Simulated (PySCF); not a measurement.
Cu(OH) (CuHO), SMILES [OH][Cu], multiplicity 1. Heavy atoms are numbered as in [Cu:1][OH:2]. Hydrogens are named by the atom that carries them.

Coordinates come from a r2SCAN-D4/def2-TZVP optimisation. The multiplicity is an assumed one; other spin states were not compared.

The numbers are results of HF/def2-TZVPD run with PySCF, not measurements.

Mulliken values depend strongly on the basis, most of all with diffuse functions as here. ESP charges are fitted to the potential on shells at 1.4 to 2.0 van der Waals radii. Atomic charges (e), one atom of each kind:

| atom | Mulliken | ESP fit | meta-Löwdin |
|---|---|---|---|
| Cu1 | 0.78 | 0.68 | 0.76 |
| O2 (OH) | -1.05 | -0.98 | -1.06 |
| H on O2 | 0.26 | 0.30 | 0.29 |
